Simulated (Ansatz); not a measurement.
Reaction (formal loss of a carbene): `C#[C][Ge]([CH3])([F])[F]` → `C#[C][GeH]([F])[F]` + `[CH2]` (triplet)

Calculated with Ansatz (gas phase, PBE0-D4/def2-TZVP geometries, no zero-point term in ΔE). CCSD(T)/CBS is the MP2 limit (def2-TZVPP, def2-QZVPP) plus CCSD(T) − MP2 in def2-TZVPP, frozen cores. This one scheme is used for every species. Functionals use def2-TZVPP. HSE06 is defined as in plane-wave codes. Triplets are unrestricted, without spin–orbit coupling. For Ge outer-core shells are correlated without core-valence functions, which leaves a few kJ/mol of doubt a bond. Scalar relativity is left out up to krypton.

| level | ΔE (kJ/mol) |
| --- | --- |
| r2SCAN0 | 459.9 |
| HSE06 | 479.2 |

(1) What does CCSD(T)/CBS give? (An estimate is asked.)

Largest T1 diagnostic among the species: 0.013.

Answers

(1) The calculation gave: +489.3 kJ/mol. The listed levels differ from it by -29.4, -10.1 kJ/mol.

From PBE to PBE0 (25 % exact exchange), in def2-TZVPP and without D4, ΔE moves by −6.8 kJ/mol. In def2-TZVPP, CCSD(T) changes the Hartree–Fock value by +140.8 kJ/mol (the triples alone add +11.4 kJ/mol) and MP2 by +155.3 kJ/mol. Leaving LDA and LC-ωPBE aside and taking each functional with its dispersion term where it has one, the values, not all of them listed here, spread over 34.4 kJ/mol, from r2SCAN0-D4 to ωB97X-V. LDA lies +69.9 kJ/mol from PBE without D4.

CCSD(T)/CBS has its own doubt, a few kJ/mol and more with outer-core shells, so smaller differences from it don't rank the levels.
